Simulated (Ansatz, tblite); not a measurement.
Removing and adding an electron: Cu₄Se₂ (the lowest singlet isomer of a short search). The state is a singlet with charge 0. Geometry: B3LYP-D4/def2-SVP. Ansatz, gas phase; energy differences of separate SCF runs; the oxidised species was run as a doublet alone; the reduced species was run as a doublet alone.

```xyz
6

Cu    1.010   -0.886   -0.121
Cu    0.826    1.640   -0.312
Cu   -1.224   -0.201   -0.535
Cu   -0.373    0.657    1.698
Se    0.468    0.375   -2.174
Se   -0.706   -1.584    1.444
```

The xTB rows come from tblite. Another isomer (singlet) lies 0.02 eV lower at PBE0-D4/def2-TZVP; other spin states weren't run for this one.

```tsv
level	−HOMO (eV)	vertical IE (eV)	−LUMO (eV)	vertical EA (eV)	HOMO–LUMO gap (eV)	IE − EA (eV)	remarks
GFN1-xTB	10.79	13.27	10.08	7.56	0.71	5.71	–
GFN2-xTB	10.12	12.38	8.80	7.11	1.31	5.27	–
PBE-D4/def2-SVP	4.40	6.97	4.11	1.89	0.29	5.08	HOMO above zero (-1 doublet), restricted, untested (singlet)
PBE0-D4/def2-SVP	5.51	7.21	3.49	1.97	2.02	5.24	–
```

   A HOMO above zero means that the electron is unbound at that level or that self-interaction error raises the level; the energy of removing that electron tells which. Raw xTB energy differences between charge states are shifted by several eV; the methods need an empirical correction for them. Sets without diffuse functions give affinities that are too small.
